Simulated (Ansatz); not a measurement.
Which method gave which barrier?

Saddle point of BH$_{4}$O$_{2}$F, closed shell (BH₃O₂ ([OH][BH][OH]) + HF → BH₂O₂F ([OH][B]([OH])[F]) + H₂; bonds formed: B1–F6, H2–H5; bonds broken: B1–H2, H5–F6), PBE0-D4/def2-TZVP structure:

B1  (0.013, 0.116, 0.110)
H2  (1.077, 0.631, -0.569)
O3  (-1.212, 0.339, -0.453)
O4  (0.232, 0.290, 1.440)
H5  (1.164, -0.372, -0.675)
F6  (0.619, -1.378, -0.430)
H7  (-1.302, 0.039, -1.358)
H8  (-0.590, 0.335, 1.935)
(Å)

Program: Ansatz 0.2.0. Basis: def2-TZVPP, with def2-QZVPP for the basis limit. Cores are frozen in the correlated methods. Extrapolation: Hartree–Fock as exp(−7.88 √X), correlation as X^−2.97. Four methods, as single points on the PBE0-D4 structures, gave these electronic barriers from the start structure: 124.1, 141.2, 159.2, 215.8 kJ/mol.

(1) The methods were, in alphabetical order, CCSD(T), HF, PBE-D4, PBE0-D4. Which gave which? (Judge from chemistry; the calculation decides.)

No T1 diagnostic of these runs exceeds 0.014.

Results:

(1) By the calculation: PBE-D4 124.1; PBE0-D4 141.2; CCSD(T) 159.2; HF 215.8 kJ/mol. For comparison, CCSD(T) at an estimated basis limit (MP2 extrapolated from triple and quadruple zeta, plus CCSD(T) − MP2 in triple zeta) gives 163.7 kJ/mol.

Labels in which every atom is bracketed show which atoms are joined, not bond orders.

For scale, one of the runs: CCSD(T)/def2-TZVPP, 180 basis functions, launched by `ansatz run in.yaml --threads 2 --pin off --events-out ev --progress --plain --max-ram 4352MiB`. The run took 56 s on 2 CPU threads of an Arm Neoverse V1 (shared host), with 1.9 GiB of host memory at its peak.
